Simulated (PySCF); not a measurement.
2-tert-butyl-4-fluorothiophene (C8H11FS), SMILES c1c(F)csc1C(C)(C)C.

The structure is a stationary point at B3LYP-D3(BJ)/def2-SVP.

Two levels are set side by side: TDDFT-PBE/def2-SVP (PySCF) and TDDFT-PBE0/def2-SVP (PySCF). Vertical, same geometry. The lowest singlet is HOMO→LUMO 86 % with PBE and HOMO→LUMO 93 % with the other functional; states are paired by order. Differences are taken from unrounded values.

| quantity | TDDFT-PBE0 | TDDFT-PBE | TDDFT-PBE minus TDDFT-PBE0 |
|---|---|---|---|
| lowest singlet excitation (eV) | 5.54 | 5.20 | -0.34 |
| lowest triplet excitation (TDA) (eV) | 3.63 | 3.65 | 0.01 |
| first bright state (f over 0.05) (eV) | 5.54 | 5.20 | -0.34 |
| its oscillator strength | 0.12 | 0.09 | -0.03 |

Functionals without exact exchange tend to place singlet excitations lower, as here. Differences between two approximate levels are no errors against the true value.

Rough cost on one machine, each run with all the roots and properties that it gave: TDDFT-PBE0 against TDDFT-PBE about 3 times.
